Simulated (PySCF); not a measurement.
PySCF job for AlCl₂, SMILES [Cl][Al][Cl], multiplicity 2, TDA-PBE/def2-SVPD. Coordinates come from a r2SCAN-D4/def2-TZVP optimisation. The multiplicity is an assumed one; other spin states were not compared. The isomer is the one that the SMILES or the coordinates give; other isomers of the formula were not compared.

```python
import numpy as np
from pyscf import gto, scf, dft, tdscf

mol = gto.M(
    atom='''
    Al    0.00000000    0.00000000    0.77615659
    Cl    0.00000000   -1.80959913   -0.29676575
    Cl    0.00000000    1.80959913   -0.29676575
    ''',
    basis='def2-SVPD',
    charge=0,
    spin=1,
    max_memory=1600,
    verbose=4,
)
mf = dft.UKS(mol, xc='pbe').density_fit(auxbasis='def2-universal-jkfit')
mf.grids.level = 3
mf.conv_tol = 1e-9
mf.max_cycle = 100
mf.kernel()
fine, coarse = mf.grids, dft.Grids(mol).set(level=1).build(with_non0tab=True)
for _ in range(3):  # follow internal instabilities
    mf.grids = coarse
    mo, _, stable, _ = mf.stability(return_status=True, nroots=4)
    mf.grids = fine
    if stable:
        break
    mf.kernel(mf.make_rdm1(mo, mf.mo_occ))
mf.grids = dft.Grids(mol).set(level=1).build(with_non0tab=True)  # coarser grid for the response kernel
td = tdscf.TDA(mf)
td.nstates = 10
td.conv_tol = 1e-4
td.positive_eig_threshold = 1e-6
td.kernel(x0=td.get_init_guess(mf, 15))
td.analyze()
```

It prints:

```
PySCF version 2.14.0

[INPUT] verbose = 4
[INPUT] num. atoms = 3
[INPUT] num. electrons = 47
[INPUT] charge = 0
[INPUT] spin (= nelec alpha-beta = 2S) = 1
[INPUT] symmetry False subgroup None
[INPUT] Mole.unit = angstrom
[INPUT] Symbol           X                Y                Z      unit          X                Y                Z       unit  Magmom
[INPUT]  1 Al     0.000000000000   0.000000000000   0.776156590000 AA    0.000000000000   0.000000000000   1.466723384876 Bohr   0.0
[INPUT]  2 Cl     0.000000000000  -1.809599130000  -0.296765750000 AA    0.000000000000  -3.419646750951  -0.560805990651 Bohr   0.0
[INPUT]  3 Cl     0.000000000000   1.809599130000  -0.296765750000 AA    0.000000000000   3.419646750951  -0.560805990651 Bohr   0.0

nuclear repulsion = 153.435899027244
number of shells = 32
number of NR pGTOs = 132
number of NR cGTOs = 78
basis = def2-SVPD
ecp = {}


******** <class 'pyscf.df.df_jk.DFUKS'> ********
method = DFUKS
initial guess = minao
damping factor = 0
level_shift factor = 0
DIIS = <class 'pyscf.scf.diis.CDIIS'>
diis_start_cycle = 1
diis_space = 8
diis_damp = 0
SCF conv_tol = 1e-09
SCF conv_tol_grad = None
SCF max_cycles = 100
direct_scf = False
number electrons alpha = 24  beta = 23
XC library pyscf.dft.libxc version 7.1.2
    S. Lehtola, C. Steigemann, M. J. T. Oliveira, and M. A. L. Marques,  SoftwareX 7, 1–5 (2018)
XC functionals = pbe
    J. P. Perdew, K. Burke, and M. Ernzerhof,  Phys. Rev. Lett. 77, 3865 (1996)
    J. P. Perdew, K. Burke, and M. Ernzerhof,  Phys. Rev. Lett. 78, 1396 (1997)
    J. P. Perdew, K. Burke, and M. Ernzerhof,  Phys. Rev. Lett. 77, 3865 (1996)
    J. P. Perdew, K. Burke, and M. Ernzerhof,  Phys. Rev. Lett. 78, 1396 (1997)
radial grids:
    Treutler-Ahlrichs [JCP 102, 346 (1995); DOI:10.1063/1.469408] (M4) radial grids

becke partition: Becke, JCP 88, 2547 (1988); DOI:10.1063/1.454033
pruning grids: <function nwchem_prune>
grids dens level: 3
symmetrized grids: False
atomic radii adjust function: <function treutler_atomic_radii_adjust>
small_rho_cutoff = 0
Set gradient conv threshold to 3.16228e-05
tot grids = 56944
init E= -1162.17485981922
  alpha nocc = 24  HOMO = -0.17527046844534  LUMO = -0.0782084387845408
  beta  nocc = 23  HOMO = -0.348521421211978  LUMO = -0.175270468445341

WARN: HOMO -0.17527046844534 >= LUMO -0.175270468445341

cycle= 1 E= -1162.01883450842  delta_E= 0.156  |g|= 0.247  |ddm|=  1.6
  alpha nocc = 24  HOMO = -0.218359243060073  LUMO = -0.0831560256287458
  beta  nocc = 23  HOMO = -0.240652813815635  LUMO = -0.175685131365023
  HOMO = -0.21835924306  LUMO = -0.175685131365  gap/eV = 1.16122
cycle= 2 E= -1161.90533152071  delta_E= 0.114  |g|= 0.485  |ddm|= 1.29
  alpha nocc = 24  HOMO = -0.208266951256683  LUMO = -0.0677725710895407
  beta  nocc = 23  HOMO = -0.292419102048564  LUMO = -0.157587515321881
  HOMO = -0.208266951257  LUMO = -0.157587515322  gap/eV = 1.37906
cycle= 3 E= -1162.06258952543  delta_E= -0.157  |g|= 0.0381  |ddm|= 0.728
  alpha nocc = 24  HOMO = -0.213828292864168  LUMO = -0.0722428622198374
  beta  nocc = 23  HOMO = -0.296483066834225  LUMO = -0.160226235274967
  HOMO = -0.213828292864  LUMO = -0.160226235275  gap/eV = 1.45859
cycle= 4 E= -1162.06333160621  delta_E= -0.000742  |g|= 0.0163  |ddm|= 0.0662
  alpha nocc = 24  HOMO = -0.211702646798468  LUMO = -0.0695864797720982
  beta  nocc = 23  HOMO = -0.294344484292299  LUMO = -0.156376127894402
  HOMO = -0.211702646798  LUMO = -0.156376127894  gap/eV = 1.50551
cycle= 5 E= -1162.06350882282  delta_E= -0.000177  |g|= 0.00163  |ddm|= 0.0294
  alpha nocc = 24  HOMO = -0.2119412939965  LUMO = -0.0698633823343038
  beta  nocc = 23  HOMO = -0.294659712976049  LUMO = -0.156351771546859
  HOMO = -0.211941293996  LUMO = -0.156351771547  gap/eV = 1.51267
cycle= 6 E= -1162.06351027683  delta_E= -1.45e-06  |g|= 0.000704  |ddm|= 0.00461
  alpha nocc = 24  HOMO = -0.211940431545491  LUMO = -0.0698480960849128
  beta  nocc = 23  HOMO = -0.294634360394281  LUMO = -0.156302497866411
  HOMO = -0.211940431545  LUMO = -0.156302497866  gap/eV = 1.51399
cycle= 7 E= -1162.06351059234  delta_E= -3.16e-07  |g|= 0.000144  |ddm|= 0.000895
  alpha nocc = 24  HOMO = -0.211913633655127  LUMO = -0.0698374557374144
  beta  nocc = 23  HOMO = -0.294613083441304  LUMO = -0.156264297093445
  HOMO = -0.211913633655  LUMO = -0.156264297093  gap/eV = 1.51430
cycle= 8 E= -1162.06351060551  delta_E= -1.32e-08  |g|= 2.01e-05  |ddm|= 0.000278
  alpha nocc = 24  HOMO = -0.211921348040983  LUMO = -0.0698457921725639
  beta  nocc = 23  HOMO = -0.294612617573273  LUMO = -0.156272561977926
  HOMO = -0.211921348041  LUMO = -0.156272561978  gap/eV = 1.51428
cycle= 9 E= -1162.06351060599  delta_E= -4.82e-10  |g|= 4.5e-06  |ddm|= 7.47e-05
  alpha nocc = 24  HOMO = -0.211918963750435  LUMO = -0.0698450954421432
  beta  nocc = 23  HOMO = -0.29461327744504  LUMO = -0.156270679592593
  HOMO = -0.21191896375  LUMO = -0.156270679593  gap/eV = 1.51427
Extra cycle  E= -1162.06351060597  delta_E= 1.41e-11  |g|= 7.58e-06  |ddm|= 2.66e-05
converged SCF energy = -1162.06351060597  <S^2> = 0.75159034  2S+1 = 2.0015897
tot grids = 18984
uhf_internal: lowest eigs of H = [0.46189706 0.48533304 0.49150638 0.4958837 ]
<class 'pyscf.df.df_jk.DFUKS'> wavefunction is stable in the internal stability analysis
tot grids = 18984
Overwritten attributes  positive_eig_threshold  of <class 'pyscf.tdscf.uks.TDA'>


******** <class 'pyscf.tdscf.uks.TDA'> for <class 'pyscf.df.df_jk.DFUKS'> ********
nstates = 10
deg_eia_thresh = 1.000e-03
wfnsym = None
conv_tol = 0.0001
eigh lindep = 1e-12
eigh level_shift = 0
eigh max_cycle = 100


Excitation energies (eV)
[3.19310473 3.76468495 3.97877025 4.35579438 4.37314871 5.14658342
 5.29969338 5.34543568 5.47923362 5.80387389]

** Excitation energies and oscillator strengths **
Excited State   1:      3.19310 eV    388.29 nm  f=0.0483
      24a ->   25a      0.98303
      20b ->   24b     -0.14748
Excited State   2:      3.76468 eV    329.33 nm  f=0.0002
      23b ->   24b      0.99832
Excited State   3:      3.97877 eV    311.61 nm  f=0.0000
      22b ->   24b      0.99908
Excited State   4:      4.35579 eV    284.64 nm  f=0.0092
      24a ->   26a      0.17469
      21b ->   24b      0.97842
Excited State   5:      4.37315 eV    283.51 nm  f=0.0182
      24a ->   25a     -0.14370
      20b ->   24b     -0.98599
Excited State   6:      5.14658 eV    240.91 nm  f=0.0789
      21a ->   25a     -0.16403
      24a ->   26a     -0.96479
      18b ->   24b     -0.10573
      21b ->   24b      0.15515
Excited State   7:      5.29969 eV    233.95 nm  f=0.0000
      23a ->   25a      0.99708
Excited State   8:      5.34544 eV    231.94 nm  f=0.0020
      22a ->   25a     -0.64777
      24a ->   27a      0.10432
      19b ->   24b     -0.74666
Excited State   9:      5.47923 eV    226.28 nm  f=0.0505
      22a ->   25a      0.45237
      24a ->   27a      0.83288
      19b ->   24b     -0.28745
      22b ->   25b     -0.10764
Excited State  10:      5.80387 eV    213.62 nm  f=0.0177
      21a ->   25a     -0.56569
      24a ->   26a      0.10352
      24a ->   28a      0.75041
      18b ->   24b      0.19735
      20b ->   25b      0.24371

** Transition electric dipole moments (AU) **
state          X           Y           Z        Dip. S.      Osc.
  1         0.7861     -0.0000      0.0000      0.6179      0.0483
  2         0.0000     -0.0431      0.0000      0.0019      0.0002
  3         0.0000     -0.0000     -0.0000      0.0000      0.0000
  4        -0.0000      0.0000      0.2929      0.0858      0.0092
  5        -0.4125      0.0000     -0.0000      0.1702      0.0182
  6        -0.0000      0.0000      0.7909      0.6255      0.0789
  7         0.0000      0.0000     -0.0000      0.0000      0.0000
  8        -0.0000     -0.1235     -0.0000      0.0152      0.0020
  9        -0.0000      0.6132      0.0000      0.3760      0.0505
 10        -0.0000      0.0000      0.3530      0.1246      0.0177

** Transition velocity dipole moments (imaginary part, AU) **
state          X           Y           Z        Dip. S.      Osc.
  1         0.0041      0.0000      0.0000      0.0000      0.0001
  2        -0.0000      0.0164      0.0000      0.0003      0.0013
  3         0.0000     -0.0000     -0.0000      0.0000      0.0000
  4        -0.0000     -0.0000      0.0209      0.0004      0.0018
  5        -0.0348      0.0000     -0.0000      0.0012      0.0050
  6        -0.0000     -0.0000      0.1249      0.0156      0.0550
  7         0.0000      0.0000     -0.0000      0.0000      0.0000
  8         0.0000     -0.0219     -0.0000      0.0005      0.0016
  9         0.0000      0.1341      0.0000      0.0180      0.0595
 10         0.0000      0.0000      0.1015      0.0103      0.0322

** Transition magnetic dipole moments (imaginary part, AU) **
state          X           Y           Z
  1        -0.0000     -0.9109     -0.0000
  2         0.0224     -0.0000      0.0000
  3        -0.0000     -0.0000      0.1635
  4        -0.0000      0.0000      0.0000
  5         0.0000      0.1832      0.0000
  6         0.0000      0.0000     -0.0000
  7         0.0000     -0.0000     -0.1443
  8        -0.2134      0.0000     -0.0000
  9         0.9985      0.0000      0.0000
 10         0.0000      0.0000      0.0000
```

The calculation finished and met its thresholds.

Cost: roughly 50 core-seconds.
